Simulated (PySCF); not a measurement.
C3H8B2F2.
Bonds: C1–B2, B2–C3, B2–C4, C4–B5, B5–F6, B5–F7. Hydrogens: H8, H9, H10 on C1; H11, H12, H13 on C3; H14, H15 on C4.

Torsions of this conformer, `[CH3:1][B:2]([CH3:3])[CH2:4][B:5]([F:6])[F:7]`: C1–B2–C4–B5 95°, B2–C4–B5–F6 -94°.

The closed-shell ground state was solved at several levels (PySCF, density fitting, gas phase, non-relativistic). Geometry: PBE0-D3(BJ)/def2-SVP, one conformer, isolated molecule.

```tsv
level	basis functions	total energy (Eh)	HOMO (eV)	LUMO (eV)	gap (eV)	dipole (D)
KT3/pcSseg-2	364	-374.0311	-7.59	-1.89	5.70	1.80
CAM-B3LYP/def2-SVPD	210	-368.2695	-10.33	0.13	10.46	1.92
B3LYP/pcJ-1	269	-368.7062	-8.68	-1.17	7.51	1.82
```

(1) Estimate the row for PBE0/pcSseg-1, a basis of 159 functions; the other rows only guide the guess.

(2) Over all these levels, which gives the widest orbital gap and which the narrowest?

(3) How far do the dipole and the HOMO energy spread over the levels?

## Answers

(1) Total energy -368.2338 Eh, HOMO -8.89 eV, LUMO -0.97 eV, gap 7.92 eV, dipole 1.84 D.

(2) CAM-B3LYP/def2-SVPD (range-separated hybrid) has the widest, 10.46 eV, and KT3/pcSseg-2 (GGA) the narrowest, 5.70 eV. Functional and basis both differ between the two, so the spread mixes both effects.

(3) The dipole runs from 1.80 to 1.92 D (mean 1.85 D) and the HOMO from -10.33 to -7.59 eV.
